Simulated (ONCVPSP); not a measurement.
u(r) = r·R(r): atom against pseudo-atom (calcium)

Columns: radius, all-electron u(r) and pseudo u(r) of the 3p shell (level -34.67 eV) of calcium in the configuration [Ne] 3s2 3p6 4s1; BLYP, scalar-relativistic, ONCV scheme, ONCVPSP 4.0.1.

| r (bohr) | all-electron | pseudo |
| --- | --- | --- |
| 0.090 | -0.2878 | 0.0198 |
| 0.180 | -0.4748 | 0.0773 |
| 0.270 | -0.4011 | 0.1669 |
| 0.360 | -0.1777 | 0.2801 |
| 0.450 | 0.0929 | 0.4067 |
| 0.540 | 0.3501 | 0.5358 |
| 0.630 | 0.5657 | 0.6573 |
| 0.720 | 0.7304 | 0.7624 |
| 0.810 | 0.8453 | 0.8451 |
| 0.900 | 0.9154 | 0.9022 |
| 0.990 | 0.9479 | 0.9332 |
| 1.080 | 0.9510 | 0.9398 |
| 1.170 | 0.9321 | 0.9254 |
| 1.260 | 0.8975 | 0.8943 |
| 1.350 | 0.8524 | 0.8513 |
| 1.440 | 0.8007 | 0.8005 |
| 1.530 | 0.7456 | 0.7455 |
| 1.620 | 0.6893 | 0.6892 |
| 1.710 | 0.6334 | 0.6334 |
| 1.800 | 0.5793 | 0.5792 |
| 1.890 | 0.5275 | 0.5275 |
| 1.980 | 0.4787 | 0.4786 |
| 2.070 | 0.4330 | 0.4330 |
| 2.160 | 0.3907 | 0.3907 |
| 2.250 | 0.3517 | 0.3516 |
| 2.340 | 0.3159 | 0.3159 |

Task: How many radial nodes do the two functions have?

Result: The all-electron 3p function has n − l − 1 = 1; the pseudo-wave has 0, since the states of the same l below it are removed with the core.

Task: At about which radius was the pseudo-wave matched?

Result: 1.80 bohr. The columns agree to 0.0005 from 1.44 bohr on; several derivatives are matched, so the curves merge somewhat inside the radius.

Task: Where does each function peak?

Result: Outermost all-electron maximum near 1.08 bohr, pseudo maximum near 1.08 bohr (to the table’s step).

Task: Is the pseudo-wave norm-conserving?

Result: Yes: the ONCV scheme keeps the norm inside the radius equal to the all-electron one, which fixes the energy derivative of the logarithmic derivative at the level.
